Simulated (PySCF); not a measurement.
[Y(H2O)6]3+ (charge +3 and singlet state).
Bonds: Y1–O2, Y1–O5, Y1–O8, Y1–O11, Y1–O14, Y1–O17. Hydrogens: H3, H4 on O2; H6, H7 on O5; H9, H10 on O8; H12, H13 on O11; H15, H16 on O14; H18, H19 on O17.
The ion is multiply charged and has no counter-ions or solvent.

Method: PBE0-D3(BJ)/def2-SVP geometry optimisation, gas phase, def2 core potentials past Kr in PySCF; density fitting, grid level 1; the optimiser is geomeTRIC in internal coordinates, started from a GFN2-xTB structure with every atom displaced at random (about 0.03 Å).

Step 0: E = -13475.0600 eV
```
atom  x, y, z in Å  |  force x, y, z in eV/Å
Y1      0.0613   -0.0772    0.0124   -1.434   2.998  -1.071
O2      0.1409    0.1413    2.1222    0.415  -0.070   2.443
H3      0.0832    0.9569    2.6541   -0.074   0.086   0.157
H4      0.3684   -0.5581    2.7733   -0.169   0.222   0.014
O5     -0.1640   -0.1758   -2.1600   -0.118   1.511  -0.829
H6     -0.2623    0.5788   -2.7915    0.028  -0.628   0.180
H7     -0.1307   -0.9718   -2.6771   -0.030  -0.993  -1.059
O8      2.1756    0.1684   -0.1733    0.068   0.339   4.171
H9      2.7805    0.2717    0.6177   -0.250  -0.048  -1.224
H10     2.6706    0.1287   -0.9376    2.586  -0.056  -3.111
O11    -2.1552   -0.1560    0.1852   -2.104  -0.288  -3.276
H12    -2.6607   -0.1389    0.9886   -0.952   0.032   1.092
H13    -2.8695   -0.2192   -0.5890    1.880   0.184   2.295
O14    -0.2025    2.1373   -0.1318    4.235   1.001  -0.273
H15    -0.9748    2.6475   -0.1475   -2.405   1.684  -0.035
H16     0.5662    2.8260   -0.2314   -1.906  -1.481   0.229
O17     0.1568   -2.0959    0.1462   -0.124  -6.022   0.569
H18    -0.5971   -2.7640    0.2822    0.987   0.987  -0.225
H19     0.9506   -2.7062    0.1418   -0.633   0.543  -0.049
```

Step 1: E = -13476.4603 eV
```
atom  x, y, z in Å  |  force x, y, z in eV/Å
Y1      0.0542   -0.0636    0.0121   -0.595   1.011  -0.345
O2      0.1294    0.1631    2.2200    0.255  -0.002   1.020
H3      0.0692    0.9812    2.7521   -0.055  -0.009  -0.002
H4      0.3489   -0.5286    2.8778   -0.109   0.079  -0.005
O5     -0.1655   -0.1624   -2.2288    0.031   0.312  -0.386
H6     -0.2595    0.5718   -2.8704   -0.011  -0.181   0.024
H7     -0.1320   -0.9702   -2.7636   -0.043  -0.205  -0.340
O8      2.2602    0.1880   -0.1733    0.364   0.019   0.891
H9      2.9075    0.2930    0.5591   -0.040   0.012  -0.363
H10     2.7755    0.1460   -0.9831    0.617   0.032  -0.598
O11    -2.2109   -0.1436    0.1801   -0.995  -0.111  -1.055
H12    -2.7520   -0.1282    0.9841   -0.214   0.007   0.299
H13    -2.8829   -0.2023   -0.5584    0.704   0.057   0.794
O14    -0.2076    2.2011   -0.1312    1.199   0.609  -0.117
H15    -1.0117    2.7318   -0.1490   -0.541   0.342   0.009
H16     0.5239    2.8681   -0.2223   -0.642  -0.495   0.080
O17     0.1524   -2.2345    0.1515   -0.057  -2.297   0.240
H18    -0.5941   -2.8762    0.2795    0.345   0.484  -0.101
H19     0.9323   -2.8410    0.1485   -0.213   0.336  -0.044
```

Step 2: E = -13476.7014 eV
```
atom  x, y, z in Å  |  force x, y, z in eV/Å
Y1      0.0478   -0.0583    0.0110   -0.257   0.575  -0.163
O2      0.1300    0.1709    2.2853    0.140   0.009   0.239
H3      0.0649    0.9974    2.8026   -0.030  -0.023   0.002
H4      0.3362   -0.5131    2.9523   -0.066   0.019   0.016
O5     -0.1670   -0.1650   -2.2838    0.071  -0.033  -0.054
H6     -0.2600    0.5653   -2.9254   -0.017  -0.004  -0.002
H7     -0.1410   -0.9698   -2.8350   -0.031  -0.003  -0.063
O8      2.3178    0.1967   -0.1731    0.100  -0.076   0.114
H9      2.9853    0.3072    0.5315    0.002   0.031   0.020
H10     2.8434    0.1604   -0.9913    0.120   0.026  -0.162
O11    -2.2596   -0.1510    0.1760    0.153   0.003   0.216
H12    -2.7964   -0.1381    0.9909   -0.023  -0.001   0.010
H13    -2.9118   -0.2121   -0.5403   -0.195  -0.025  -0.212
O14    -0.1977    2.2410   -0.1316    0.013  -0.137  -0.005
H15    -1.0223    2.7586   -0.1464   -0.080   0.079   0.010
H16     0.5094    2.9038   -0.2179    0.085   0.143  -0.009
O17     0.1486   -2.3001    0.1539    0.030  -0.555   0.079
H18    -0.6122   -2.9010    0.2766   -0.019  -0.046  -0.014
H19     0.9217   -2.8995    0.1492    0.006   0.018  -0.022
```

Step 3: E = -13476.7293 eV
```
atom  x, y, z in Å  |  force x, y, z in eV/Å
Y1      0.0420   -0.0498    0.0089   -0.145   0.258  -0.061
O2      0.1317    0.1793    2.3083    0.101   0.003   0.016
H3      0.0639    1.0068    2.8228   -0.023  -0.004   0.004
H4      0.3263   -0.5031    2.9796   -0.050  -0.011   0.009
O5     -0.1692   -0.1651   -2.2987    0.061  -0.026   0.031
H6     -0.2618    0.5716   -2.9329   -0.011  -0.007  -0.003
H7     -0.1508   -0.9650   -2.8590   -0.022   0.016  -0.015
O8      2.3348    0.1955   -0.1811    0.009  -0.075   0.025
H9      2.9951    0.3088    0.5305   -0.009   0.017  -0.022
H10     2.8677    0.1624   -0.9988    0.022   0.023  -0.003
O11    -2.2727   -0.1490    0.1772   -0.022  -0.004  -0.070
H12    -2.8105   -0.1372    0.9922   -0.011  -0.005  -0.013
H13    -2.9292   -0.2140   -0.5456    0.066  -0.003   0.087
O14    -0.1946    2.2586   -0.1343    0.064  -0.043  -0.018
H15    -1.0214    2.7766   -0.1457   -0.008   0.021   0.012
H16     0.5121    2.9277   -0.2210   -0.035  -0.006   0.008
O17     0.1479   -2.3365    0.1570    0.002  -0.170   0.044
H18    -0.6029   -2.9502    0.2777   -0.015   0.000  -0.013
H19     0.9289   -2.9239    0.1474    0.025   0.018  -0.018
```

Q: Estimate the geometry and energy of step 4. (The exact step hangs on the optimiser's Hessian estimate; all steps are aligned on step 3, rigid shifts and turns removed.)

A: E = -13476.7331 eV, largest force 0.114 eV/Å
```
atom  x, y, z in Å  |  force x, y, z in eV/Å
Y1      0.0368   -0.0418    0.0073   -0.067   0.092  -0.005
O2      0.1331    0.1831    2.3133    0.077   0.001  -0.027
H3      0.0636    1.0093    2.8294   -0.016  -0.002   0.003
H4      0.3177   -0.5018    2.9849   -0.040  -0.014   0.002
O5     -0.1694   -0.1638   -2.2996    0.047  -0.023   0.022
H6     -0.2617    0.5736   -2.9330   -0.008   0.005  -0.005
H7     -0.1565   -0.9622   -2.8625   -0.015   0.007   0.002
O8      2.3357    0.1901   -0.1836   -0.003  -0.065  -0.030
H9      2.9947    0.3052    0.5281    0.003   0.015   0.006
H10     2.8717    0.1585   -1.0006   -0.016   0.017   0.030
O11    -2.2737   -0.1459    0.1770    0.030   0.007   0.033
H12    -2.8154   -0.1355    0.9895    0.007  -0.005   0.003
H13    -2.9272   -0.2140   -0.5443   -0.023  -0.013  -0.036
O14    -0.1941    2.2631   -0.1363   -0.007  -0.022  -0.015
H15    -1.0210    2.7826   -0.1450    0.012  -0.006   0.012
H16     0.5105    2.9332   -0.2229    0.012   0.012   0.004
O17     0.1501   -2.3472    0.1590    0.004  -0.024   0.025
H18    -0.5955   -2.9674    0.2782    0.000   0.005  -0.011
H19     0.9376   -2.9257    0.1456    0.004   0.015  -0.013
```

The energy changes by -0.0038 eV. The first-order estimate −F·Δx gives -0.0065 eV and the mean of the old and new forces, exact on a quadratic surface, -0.0041 eV. The step makes an angle of 63° with the force vector and moves no atom by more than 0.019 Å.

The cost below is that of the whole optimisation. The run took 5.3 min on an Intel Xeon Platinum 8259CL at 2.50 GHz with one thread, no GPU, shared host, and the process peaked at 0.74 GiB of memory.
